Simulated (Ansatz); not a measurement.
AlnHm (charge -1): vertical IE (eV) at several levels, gas phase, relaxed structures; Ansatz. Clusters are the lowest isomers that short searches found in that spin, judged at the geometry's level. The spins of the ions were chosen, not always searched. The structures are stationary points that may keep the symmetry of their start. Remarks come from the PBE and PBE0 runs and from stability tests at other levels; not every state was tested. A HOMO above zero means that the electron is unbound at that level and held by the basis, or that self-interaction error raises the level; the energy of removing that electron tells which.

```tsv
species	state	geometry	PBE-D4/def2-TZVPD	r2SCAN-D4/def2-TZVPD	PBE0-D4/def2-TZVPD	remarks
Al2H4⁻	doublet to singlet	r2SCAN-D4/def2-TZVPD	1.65	1.70	1.60	HOMO above zero at PBE or PBE0
Al3H4⁻	singlet to doublet	r2SCAN-D4/def2-TZVPD	1.95	1.88	1.94	HOMO above zero at PBE or PBE0, restricted SCF unstable in HF
Al4H7⁻	singlet to doublet	PBE0-D4/def2-SVPD	3.45	3.40	3.41	–
```

Over the 3 species that have every level, the mean is 2.35 at PBE-D4/def2-TZVPD, 2.33 at r2SCAN-D4/def2-TZVPD, 2.32 at PBE0-D4/def2-TZVPD.
